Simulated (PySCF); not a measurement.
C2H4Cl2Si2, SMILES C#C[Si]([SiH3])(Cl)Cl.

The structure is a stationary point at B3LYP-D3(BJ)/def2-SVP. This is a generated structure with no PubChem entry under its InChIKey; it may be hypothetical.

Level of theory: PySCF with TDA-PBE/def2-SVPD.

Vertical excitations. The molecule is in vacuum. State labels are in the subgroup Cs.

Computed UV-visible absorptions:
| state | symmetry | energy (eV) | λ (nm) | f | main pairs |
|---|---|---|---|---|---|
| S1 | A" | 5.31 | 234 | 0.012 | HOMO→LUMO 96 % |
| S2 | A' | 5.37 | 231 | 0.013 | HOMO→LUMO+1 84 % |
| S3 | A" | 5.50 | 225 | 0.000 | HOMO−1→LUMO+1 94 % |
| S4 | A' | 5.66 | 219 | 0.007 | HOMO−2→LUMO+1 54 %, HOMO−1→LUMO 44 % |
| S5 | A" | 5.71 | 217 | 0.001 | HOMO−2→LUMO 93 % |
| S6 | A' | 5.99 | 207 | 0.012 | HOMO−3→LUMO 94 % |
| S7 | A" | 6.03 | 206 | 0.009 | HOMO−3→LUMO+1 94 % |
| S8 | A' | 6.22 | 199 | 0.055 | HOMO−4→LUMO 60 %, HOMO−2→LUMO+1 13 %, HOMO−1→LUMO 10 %, HOMO→LUMO+2 9 % |
| S9 | A" | 6.31 | 197 | 0.002 | HOMO−4→LUMO+1 95 % |
| S10 | A' | 6.46 | 192 | 0.029 | HOMO−5→LUMO+1 48 %, HOMO−4→LUMO 20 %, HOMO→LUMO+2 9 %, HOMO−2→LUMO+2 9 % |
| T1 | A' | 4.61 | 269 | 0 | HOMO→LUMO+1 40 %, HOMO−1→LUMO 30 %, HOMO−2→LUMO+1 20 % |
| T2 | A" | 4.86 | 255 | 0 | HOMO→LUMO 78 %, HOMO−1→LUMO+1 15 % |
| T3 | A' | 4.89 | 253 | 0 | HOMO−1→LUMO 53 %, HOMO→LUMO+1 40 % |
| T4 | A" | 5.14 | 241 | 0 | HOMO−1→LUMO+1 49 %, HOMO−2→LUMO 26 %, HOMO→LUMO 21 % |
Triplets are in the Tamm–Dancoff approximation.
